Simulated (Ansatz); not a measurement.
`NB1CO1` + H₂ → `B1CO1` + NH₃ at 298.15 K and 1 bar (hydrogenolysis of a B–N bond).

Gas-phase electronic energies from Ansatz, PBE0-D4/def2-TZVP geometries. CCSD(T)/CBS is the MP2 limit (def2-TZVPP, def2-QZVPP) plus CCSD(T) − MP2 in def2-TZVPP, frozen cores. This one scheme is used for every species. One conformer a species, not always the lowest.

| species | CCSD(T)/CBS energy (Eh) | H − E (kJ/mol) | S (J/(mol·K)) |
| --- | --- | --- | --- |
| `NB1CO1` | -195.16486 | 175.2 | 277.0 |
| H₂ | -1.17544 | 35.1 | 130.4 |
| `B1CO1` | -139.80191 | 122.0 | 247.7 |
| NH₃ | -56.50880 | 100.5 | 192.4 |

H − E and S are ideal-gas, rigid-rotor, harmonic terms from PBE0-D4/def2-TZVP, for one conformer and one mirror image of each species. The MP2-based limit puts H₂ 0.8 mEh under its directly extrapolated value; such offsets cancel only in part. 1 Eh = 2625.50 kJ/mol, R = 8.31446 J/(mol·K).

Question: By hand: ΔE, ΔH, ΔS and ΔG.

Answer: ΔE = (-139.80191) + (-56.50880) − (-195.16486) − (-1.17544) = 0.02959 Eh = 77.7 kJ/mol. Δ(H − E) = 122.0 + 100.5 − 175.2 − 35.1 = 12.2, so ΔH = 89.9 kJ/mol. ΔS = 247.7 + 192.4 − 277.0 − 130.4 = 32.7 J/(mol·K). ΔG = 89.9 − 298.15 × (32.7)/1000 = 80.2 kJ/mol.

Question: By hand: the equilibrium constant, and the temperature at which ΔG would vanish if ΔH and ΔS stayed fixed.

Answer: log₁₀ K = −ΔG/(RT ln 10) = -14.1. ΔG = 0 at ΔH/ΔS = 2749 K, far beyond where these terms or the molecules hold.

ΔH outweighs TΔS. A doubt of 5 kJ/mol in ΔE shifts log₁₀ K by 0.9 here. Other conformers and mirror images would add mixing entropy, several J/(mol·K) or more a flexible species. These are equilibria of isolated gas molecules and say nothing of rates. Largest T1 diagnostic: 0.016 (customary marks: 0.02 for closed shells, 0.045 for open ones).
